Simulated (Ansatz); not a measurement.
Consider the silylene formation by 1,1-elimination: `CO[SiH]([SiH3])Cl` → `CO[Si]Cl` + SiH₄.

Program: Ansatz. Geometries: PBE0-D4/def2-TZVP. ΔE: electronic, gas phase. CBS: MP2 limit from def2 TZ/QZ plus the TZ coupled-cluster correction, frozen cores. This one scheme is used for every species. DFT in def2-TZVPP. HSE06 is defined as in plane-wave codes. One conformer a species, not always the lowest.

`CO[SiH]([SiH3])Cl`:

Z-matrix (Å, degrees):
```
C
O 1 1.413
H 1 1.096 2 111.4
H 1 1.094 2 110.8 3 -121.3
H 1 1.091 2 108.0 3 119.4
Si 2 1.632 1 124.1 3 50.2
Cl 6 2.070 2 110.4 1 62.3
Si 6 2.334 2 107.6 1 -179.0
H 6 1.488 2 110.1 1 -52.8
H 8 1.485 6 109.5 2 -59.7
H 8 1.487 6 110.2 2 60.9
H 8 1.487 6 108.9 2 -179.4
```

`CO[Si]Cl`:

Z-matrix (Å, degrees):
```
C
O 1 1.413
H 1 1.092 2 111.2
H 1 1.091 2 108.8 3 120.8
H 1 1.091 2 108.8 3 -120.8
Si 2 1.624 1 136.9 3 -0.8
Cl 6 2.116 2 103.0 1 -0.0
```

SiH₄:

Z-matrix (Å, degrees):
```
Si
H 1 1.485
H 1 1.485 2 109.5
H 1 1.485 2 109.5 3 -120.0
H 1 1.485 2 109.5 3 120.0
```

Question: Is it downhill or uphill in electronic energy at CCSD(T)/CBS, and by how much? (Estimate.)

Answer: Ansatz gave: Uphill: ΔE = +127.0 kJ/mol.

Question: What do these levels give: PBE-D4, revPBE-D4, HSE06-D4, PBE, r2SCAN, SCS-MP2/def2-QZVPP? (Estimate.)

Answer: The calculation gave: PBE-D4 124.0, revPBE-D4 120.7, HSE06-D4 138.5, PBE 114.8, r2SCAN 135.5, SCS-MP2/def2-QZVPP 125.0 kJ/mol.

Largest T1 diagnostic among the species: 0.014.

From r2SCAN to r2SCAN0 (25 % exact exchange), in def2-TZVPP and without D4, ΔE moves by +6.2 kJ/mol. Leaving LDA and LC-ωPBE aside and taking each functional with its dispersion term where it has one, the values, not all of them listed here, spread over 45.6 kJ/mol, from BLYP-D4 to r2SCAN0-D4. LDA lies +26.2 kJ/mol from PBE without D4. At CCSD(T), def2-SVP lies −18.8 kJ/mol from the extrapolated value and def2-TZVPP −6.1 kJ/mol.
